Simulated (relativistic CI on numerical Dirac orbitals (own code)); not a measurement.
# P II: from the plainest model towards the measured levels

Calculated with a relativistic CI code on KLI orbitals (one set per configuration, finite nucleus), adding one ingredient at a time: step 1, Dirac-Coulomb, each configuration alone; step 2, with Breit and QED terms; step 3, with configuration mixing; step 4, with scaled Slater integrals (0.85); step 5, with a P86 correlation estimate; step 6, tied to the ionisation limit. P86 is a density functional for the correlation energy, evaluated here for each configuration and added to its levels. Step 6 is semi-empirical: configurations made of the next ion and one excited electron move by -7573 cm⁻¹, so that their limit matches the tabulated ionisation energy, and those with a non-penetrating f or g electron also take the P86 value of the least penetrating other one.

Configuration list (outside the closed core [Ne]): 3s²3p², 3s3p³, 3s²3p4s, 3s²3p4p, 3s²3p5s, 3s²3p4d, 3s²3p3d, 3p⁴, 3s²3d², 3s3p²3d, 3s²4s², 3s²3p5p, 3s²3d4s, 3s²3p4f, 3s²4s4p, 3s²3p5d.

Computed minus measured energy above the ground level, in cm⁻¹, for 15 of the 32 excited levels that pair in every step (one J of a term; a digit in brackets numbers repeated terms):

```
Configuration  Term  J  Measured  Step 1  Step 2  Step 3  Step 4  Step 5  Step 6
       3s²3p²    3P  1       165       9       1     -10      -7      -6      -6
       3s²3p²    1D  2      8882    2638    2620    2477     813     812     812
       3s²3p²    1S  0     21576    6708    6693    1496   -1249   -1222   -1241
        3s3p³   5S°  2     45697  -13350  -13410   -3446     622    1028    1031
        3s3p³   3D°  1     65251    5837    5780    3265    3958    4821    3178
        3s3p³   3P°  2     76764    5661    5602    4861    3660    4607    2520
      3s²3p4s   3P°  0     86598   -1802   -1801    8102    4837    8678    1112
      3s²3p4s   1P°  1     88893    -629    -649    8603    4970    8783    1234
      3s²3p4p    1P  1    101636   -2438   -2460    7242    4356    8820    1261
      3s²3p4p    3D  1    103166   -2701   -2715    6776    3755    8221     672
      3s²3p4p    3P  0    105224   -2393   -2408    7416    3973    8430     873
      3s²3p4p    3S  1    106001   -2784   -2817    7089    3618    8077     512
      3s²3p5s   3P°  0    123344   -3976   -3981    5952    2608    8227     659
      3s²3p5s   1P°  1    124432   -3621   -3650    6445    2908    8511     945
      3s²3p4d   3F°  2    124947   -4429   -4444    6284    3272    8135     570
```

Mean absolute errors in cm⁻¹, over all paired levels and for the configurations:

| Configuration, levels | Step 1 | Step 2 | Step 3 | Step 4 | Step 5 | Step 6 |
| --- | --- | --- | --- | --- | --- | --- |
| all, 32 | 3595 | 3598 | 5607 | 3226 | 6440 | 1134 |
| 3s²3p², 4 | 2347 | 2331 | 1002 | 522 | 515 | 519 |
| 3s3p³, 7 | 6807 | 6766 | 3972 | 3348 | 4179 | 2595 |
| 3s²3p4s, 4 | 1492 | 1505 | 8233 | 4875 | 8709 | 1148 |
| 3s²3p4p, 10 | 2343 | 2367 | 7149 | 3762 | 8229 | 680 |
| 3s²3p5s, 4 | 3871 | 3891 | 6083 | 2690 | 8305 | 737 |
| 3s²3p4d, 3 | 4377 | 4405 | 6283 | 3274 | 8138 | 571 |

Measured levels: NIST Handbook of Basic Atomic Spectroscopic Data (Sansonetti and Martin, J. Phys. Chem. Ref. Data 34, 1559 (2005)).

The mean absolute error is lowest at step 6 (1134 cm⁻¹), and the largest single drop is from step 5 to 6 (6440 to 1134). Terms of the ground configuration are off by 2347 at first, 1002 with mixing and 522 after scaling, which stands in for the correlation that narrows term splittings. The Breit and QED terms change the top of the ground term (measured 469) from 504 to 478. Mixing lowers the ground level by 9964, with 3s3p²3d as its largest admixture; relative to it the configurations that move most are 3s²3p4d by +10687, 3s²3p5s by +9974, 3s²3p4s by +9738. Configurations whose own partners of that kind are not in the list rise by much of that lowering, so a short list can trade one imbalance for another. The P86 estimate moves 3s²3p5s by +5615, 3s²3p4d by +4864, 3s²3p4p by +4467, and takes the mean absolute error of the excited configurations from 3612 to 7286; it adds to levels that were already too high. Step 6 takes that error from 7286 to 1222; the error more than halves for 3s²3p4s, 3s²3p4p, 3s²3p5s, 3s²3p4d.
